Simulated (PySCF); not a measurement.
Predicted microwave data (PBE0/pcSseg-1 in PySCF (dipole) on a GFN2-xTB geometry, gas phase) for one isomer of C7H14N2O:

| Quantity | Value |
| --- | --- |
| Rotational constants | A = 1873, B = 972.0, C = 752.2 MHz |
| Dipole components | \|μa\| = 1.12 D, \|μb\| = 2.18 D, \|μc\| = 0.80 D |
| Inertial defect | -117.83 u·Å² |
| κ | -0.61 |

Problem. Which structure is it? (One computed conformer of each.)
A. `[CH3:1][CH2:2][N:3]1[CH2:4][C@H:5]([O:6][CH3:7])[C:8]([CH3:9])=[N:10]1` with C1–C2–N3–C4 69°, C4–C5–O6–C7 78°
B. `[CH3:1][CH2:2][C:3](=[O:4])[N:5]([CH3:6])[CH2:7]/[CH:8]=[N:9]\[CH3:10]` with C1–C2–C3–O4 0°, C2–C3–N5–C6 1°, C3–N5–C7–C8 118°, N5–C7–C8–N9 166°

Solution. A. It is CCN1C[C@H](OC)C(C)=N1, an asymmetric top, point group C1. The candidates at the same level (rigid rotor, commonest isotopes):

```json
{"SMILES": "CCC(=O)N(C)C/C=N\\C", "A (MHz)": "3299", "B (MHz)": "581.7", "C (MHz)": "526.2", "μa (D)": "0.45", "μb (D)": "3.18", "μc (D)": "1.52", "Δ (u·Å²)": "-61.63", "point group": "C1", "rotor": "near-prolate asymmetric top"}
{"SMILES": "CCN1C[C@H](OC)C(C)=N1", "A (MHz)": "1873", "B (MHz)": "972.0", "C (MHz)": "752.2", "μa (D)": "1.12", "μb (D)": "2.18", "μc (D)": "0.80", "Δ (u·Å²)": "-117.83", "point group": "C1", "rotor": "asymmetric top"}
```

`CCC(=O)N(C)C/C=N\C` has A 76 % too high. No structure here is proved a minimum.
